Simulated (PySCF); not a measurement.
**Si2PH6ClO2**

Si2PH6ClO2 is a small molecule, neutral, singlet. The structure, one conformer, was relaxed in the gas phase by PBE0-D3(BJ)/def2-SVP. No frequency run checks that it is a minimum.

SMILES: O[Si](O)(Cl)P[SiH3]

```xyz
12

Si    1.341   -0.599   -0.265
O     2.715    0.185    0.210
O     0.592   -1.076    1.124
P    -0.017    0.690   -1.482
Si   -1.473    1.149    0.198
Cl    1.878   -2.236   -1.420
H     3.366    0.394   -0.467
H     1.165   -1.351    1.848
H    -0.753   -0.406   -2.022
H    -0.711    1.844    1.275
H    -2.493    2.093   -0.352
H    -2.166   -0.056    0.733
```
(Å; atoms numbered from 1)

Shieldings: GIAO PBE0/pcSseg-1. Shifts are against computed references at the same level: H TMS (σ 31.27 ppm), Si TMS (σ 352.0 ppm). Core levels by delta-SCF with SCAN, pcX-2 on the ionised atom and pcseg-1 elsewhere, spin-free X2C (2p3/2 is the spin-free 2p value less a third of a first-order spin-orbit splitting); from the vacuum level, for chosen atoms.

**Question.** Give the shieldings and core levels atom by atom.

**Answer.** 
```json
{"atoms": "Si1", "bonded to": "1 Cl + 2 O + 1 P", "σ (ppm)": "352.0", "δ (ppm)": "0.0", "core level (eV)": "2p3/2 108.49"}
{"atoms": "O2", "bonded to": "1 Si + 1 H", "σ (ppm)": "245.6", "δ (ppm)": "-", "core level (eV)": "1s 539.04"}
{"atoms": "O3", "bonded to": "1 Si + 1 H", "σ (ppm)": "254.7", "δ (ppm)": "-", "core level (eV)": "1s 539.01"}
{"atoms": "P4", "bonded to": "2 Si + 1 H", "σ (ppm)": "603.3", "δ (ppm)": "-", "core level (eV)": "2p3/2 136.11"}
{"atoms": "Si5", "bonded to": "1 P + 3 H", "σ (ppm)": "427.3", "δ (ppm)": "-75.3", "core level (eV)": "-"}
{"atoms": "Cl6", "bonded to": "1 Si", "σ (ppm)": "799.9", "δ (ppm)": "-", "core level (eV)": "2p3/2 205.87"}
{"atoms": "H7", "bonded to": "1 O", "σ (ppm)": "29.28", "δ (ppm)": "1.99", "core level (eV)": "-"}
{"atoms": "H8", "bonded to": "1 O", "σ (ppm)": "28.79", "δ (ppm)": "2.48", "core level (eV)": "-"}
{"atoms": "H9", "bonded to": "1 P", "σ (ppm)": "29.82", "δ (ppm)": "1.44", "core level (eV)": "-"}
{"atoms": "H10 H11 H12", "bonded to": "1 Si", "σ (ppm)": "27.10", "δ (ppm)": "4.17", "core level (eV)": "-"}
```

Values are those of this one static structure, with the three H of a rotating XH3 group averaged; atoms that internal rotation interchanges would show their mean in an NMR spectrum.

**Question.** By CAM-B3LYP/def2-SVPD (TDDFT singlets, Tamm-Dancoff triplets, ionisation by delta-SCF), where does absorption start, and what does vertical ionisation take?

**Answer.** The lowest singlet lies at 6.17 eV (f 0.010), the strongest of the first 6 at 7.38 eV (f 0.073), the lowest triplet at 5.48 eV; vertical ionisation takes 9.64 eV.
